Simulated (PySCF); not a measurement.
BClH₅NO₂Si, SMILES OB(O)N[SiH2]Cl.

Geometry optimised at ωB97X-D3(BJ)/def2-SVP. The structure was generated by enumeration, and PubChem lists no compound with its InChIKey, so it may never have been made. The values are those of a single conformer.

Level of theory: PBE/def2-TZVP (PySCF).

The molecule is in vacuum.

Computed frontier levels, gap, dipole moment and polarisability:
```
Property                                                                                                         Value
---------------------------------------------------------------------------------------------  -----------------------
highest occupied level                                                                                        -6.43 eV
lowest empty level                                                                                            -0.87 eV
orbital gap                                                                                                    5.57 eV
dipole moment                                                                                                   3.80 D
quadrupole, principal values (traceless, Buckingham form, about the centre of nuclear charge)  -6.84, -6.75, 13.59 D·Å
mean static polarisability                                                                        66.4 bohr³ (9.84 Å³)
polarisability, principal values                                                                51.1, 62.5, 85.6 bohr³
```
